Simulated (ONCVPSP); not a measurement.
Reading a pseudo-wave (gallium)

Columns: radius, all-electron u(r) and pseudo u(r) of the 3p shell (level -99.85 eV) of gallium in the configuration [Ne] 3s2 3p6 3d10 4s1.5 4p1.5; PBE, scalar-relativistic, ONCV scheme, ONCVPSP 4.0.1.

```tsv
r (bohr)	all-electron	pseudo
0.055	-0.4298	0.0346
0.110	-0.6924	0.1333
0.165	-0.5383	0.2844
0.220	-0.1562	0.4702
0.275	0.2760	0.6696
0.330	0.6593	0.8619
0.385	0.9534	1.0294
0.440	1.1518	1.1592
0.495	1.2644	1.2444
0.550	1.3076	1.2839
0.605	1.2997	1.2822
0.660	1.2558	1.2462
0.715	1.1883	1.1847
0.770	1.1068	1.1063
0.825	1.0185	1.0189
0.880	0.9283	0.9285
0.935	0.8396	0.8395
0.990	0.7546	0.7544
1.045	0.6748	0.6746
1.100	0.6009	0.6007
1.155	0.5331	0.5330
1.210	0.4716	0.4715
1.265	0.4160	0.4159
1.320	0.3663	0.3662
1.375	0.3218	0.3217
1.430	0.2823	0.2823
```

(1) How many radial nodes do the two functions have?

(2) At about which radius was the pseudo-wave matched?

(3) Is the pseudo-wave norm-conserving?

Answers

(1) The all-electron 3p function has n − l − 1 = 1; the pseudo-wave has 0, since the states of the same l below it are removed with the core.

(2) 1.00 bohr. The columns agree to 0.0005 from 0.77 bohr on; several derivatives are matched, so the curves merge somewhat inside the radius.

(3) Yes: the ONCV scheme keeps the norm inside the radius equal to the all-electron one, which fixes the energy derivative of the logarithmic derivative at the level.
